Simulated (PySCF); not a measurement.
How the method changes the constants of NbBr

State: ⁵Σ⁻ (quintet), unpaired electrons σ ↑↑, δ ↑↑. Set-up: basis Nb def2-TZVPP with ECP28, Br def2-TZVPP; scalar-relativistic core potentials; PySCF 2.14. De refers to Nb (4d4 5s1) + Br in their high-spin ground configurations, without counterpoise correction. The functionals are run spin-unrestricted. A positive dipole means Nb(−)Br(+).

```json
{"Level": "UHF", "Re (Å)": "2.588", "ωe (cm⁻¹)": "235", "De (eV)": "n/a", "μ (D)": "-2.51"}
{"Level": "UHF-MP2", "Re (Å)": "2.469", "ωe (cm⁻¹)": "265", "De (eV)": "n/a", "μ (D)": "n/a"}
{"Level": "UHF-SCS-MP2", "Re (Å)": "2.495", "ωe (cm⁻¹)": "258", "De (eV)": "n/a", "μ (D)": "n/a"}
{"Level": "PBE", "Re (Å)": "2.489", "ωe (cm⁻¹)": "250", "De (eV)": "3.33", "μ (D)": "-0.36"}
{"Level": "PBEsol", "Re (Å)": "2.458", "ωe (cm⁻¹)": "260", "De (eV)": "3.57", "μ (D)": "-0.11"}
{"Level": "r²SCAN", "Re (Å)": "2.496", "ωe (cm⁻¹)": "253", "De (eV)": "3.29", "μ (D)": "-0.82"}
{"Level": "M06-L", "Re (Å)": "2.495", "ωe (cm⁻¹)": "253", "De (eV)": "3.34", "μ (D)": "-0.57"}
{"Level": "PBE0", "Re (Å)": "2.488", "ωe (cm⁻¹)": "255", "De (eV)": "3.22", "μ (D)": "-0.89"}
{"Level": "MN15", "Re (Å)": "2.463", "ωe (cm⁻¹)": "261", "De (eV)": "3.32", "μ (D)": "-0.88"}
{"Level": "CAM-B3LYP", "Re (Å)": "2.505", "ωe (cm⁻¹)": "252", "De (eV)": "3.37", "μ (D)": "-1.36"}
{"Level": "B2PLYP", "Re (Å)": "2.501", "ωe (cm⁻¹)": "253", "De (eV)": "3.38", "μ (D)": "-1.53"}
```

**Question.** What does the step from GGA to meta-GGA do here, going from PBE to r²SCAN?

**Answer.** r²SCAN less PBE: +0.7 pm in Re, +1.2 % in ωe, -0.04 eV in De. 

**Question.** What does second-order correlation do here, going from UHF to UHF-MP2?

**Answer.** UHF-MP2 less UHF: -11.9 pm in Re, +12.8 % in ωe. Correlation nearly always deepens the well. The bond shortens, as in weak, metallic or heavy-atom bonds, where dispersion and the correlation of outer-core electrons pull the atoms together.

Correlated steps freeze 9 core orbitals. The metal atom is held in its measured ground configuration; semilocal functionals can put another filling of s and d lower by some tenths of an eV, and De to that atom would be smaller. Spin–orbit coupling is left out, which matters for elements this heavy, above all for dissociation energies. Counting both spins, an empty level lies below a filled one in some of these solutions, because spin and occupation are held. B2PLYP dipoles, levels and charges come from its SCF part alone. With d or f electrons several states lie close, and the lowest PBE0 determinant need not be the measured ground state.

The whole job (state search and all levels along the bond) took about 15 min on 2 threads of Arm Neoverse V1 (shared host), peak memory 3.2 GiB.
